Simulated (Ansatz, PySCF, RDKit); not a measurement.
Torsion H3–C1–O2–H6 in CH4O (SMILES CO); at each angle all else is relaxed with GFN2-xTB, and the levels are single points there.
Geometry at 60° (charge 0, multiplicity 1):
```xyz
6

C     -0.37923    -0.03629     0.00139
O      0.91067    -0.44471    -0.38224
H     -0.51986    -0.10183     1.08573
H     -1.15568    -0.62928    -0.49442
H     -0.47913     1.00303    -0.30576
H      1.04451    -1.35876    -0.11085
```
Energies count from the point at 60°.

Correlated levels freeze the cores. CBS: X⁻³ extrapolation of the correlation energy, Hartree–Fock from the larger set. Rows in STO-3G carry no dispersion term and start afresh at each structure.

The values were computed with Ansatz (a program for electronic structure) with Gaussian orbitals; PySCF for STO-3G rows, the dispersion terms; RDKit for the force fields. Values without a source in brackets are computed.

Energies in kJ/mol.

| dihedral (°) | MMFF94 | HF/STO-3G | r2SCAN-D4/def2-TZVPP | CCSD(T)/cc-pVTZ | CCSD(T)/cc-pVQZ | CCSD(T)/CBS(cc-pVTZ, cc-pVQZ) |
|---|---|---|---|---|---|---|
| 0 | 4.7 | 8.5 | 4.6 | 4.5 | 4.2 | 4.1 |
| 15 | 4.0 | 7.3 | 3.9 | 3.9 | 3.6 | 3.6 |
| 30 | 2.3 | 4.3 | 2.4 | 2.3 | 2.2 | 2.2 |
| 45 | 0.7 | 1.4 | 0.8 | 0.8 | 0.7 | 0.7 |
| 60 | 0.0 | 0.0 | 0.0 | 0.0 | 0.0 | 0.0 |
| 75 | 0.6 | 1.0 | 0.5 | 0.5 | 0.5 | 0.5 |
| 90 | 2.2 | 3.9 | 2.1 | 2.1 | 1.9 | 1.9 |
| 105 | 4.0 | 7.0 | 3.8 | 3.8 | 3.5 | 3.5 |
| 120 | 4.7 | 8.5 | 4.6 | 4.5 | 4.2 | 4.1 |
